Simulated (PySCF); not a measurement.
## Functional dependence of a UV spectrum

Species: trifluoroacetic acid, C2HF3O2.
Atom-mapped SMILES: `[O:1]=[C:2]([OH:3])[C:4]([F:5])([F:6])[F:7]` (hydrogens: H8 on O3)

Linear-response calculations in the def2-SVPD basis (PySCF; singlets by full response, triplets Tamm–Dancoff, core orbitals frozen in the response; HF means time-dependent Hartree–Fock). 'Strongest' is the level of largest summed f among the singlets computed (10 roots, of which the last may lack a degenerate partner); it can jump between rows when another state enters that window. S1 is the lowest singlet of each run and needn't be the same state throughout; f(S1) is that of one state. The structure is a single PBE0-D3(BJ)/def2-SVP conformer in the gas phase; no vibrational or solvent corrections.

```csv
functional,kind,S1 (eV),f(S1),strongest (eV),T1 (eV),HOMO (eV),gap (eV),"ionisation energy, ΔSCF (eV)"
LDA,LDA,5.36,0.001,8.06,4.86,-7.83,5.09,11.80
PBE,GGA,5.41,0.001,8.03,4.84,-7.59,5.18,11.48
B3LYP,"global hybrid, 20% exact exchange",5.61,0.001,8.48,5.06,-9.13,7.51,11.93
PBE0,"global hybrid, 25% exact exchange",5.67,0.001,8.65,5.07,-9.37,8.06,11.86
BHandHLYP,"global hybrid, 50% exact exchange",5.90,0.001,9.22,5.35,-11.15,11.04,11.99
CAM-B3LYP,range-separated hybrid,5.69,0.000,8.71,5.13,-10.93,10.80,12.11
wB97X-D,range-separated hybrid,5.71,0.000,8.86,5.19,-11.33,11.92,12.00
LC-wPBE,range-separated hybrid,5.70,0.000,9.08,5.11,-12.20,13.39,12.16
```

Q: What does HF (Hartree–Fock) give?

A: S1 (eV) 6.42, f(S1) 0.001, strongest (eV) 9.39, T1 (eV) 5.89, HOMO (eV) -13.90, gap (eV) 15.88, ionisation energy, ΔSCF (eV) not settled. S1 runs from 5.36 eV (LDA) to 6.42 eV (HF), a spread of 1.06 eV, while the orbital gap spreads over 10.8 eV. Along PBE (0%), B3LYP (20%), PBE0 (25%), BHandHLYP (50%), HF (100%) S1 rises with the share of exact exchange. −ε(HOMO) comes closest to its own ΔSCF ionisation energy with LC-wPBE (+0.04 eV) and misses most with LDA (-3.97 eV). 'Not settled' means that the ion's SCF failed to converge or may have ended in another state than the lowest.
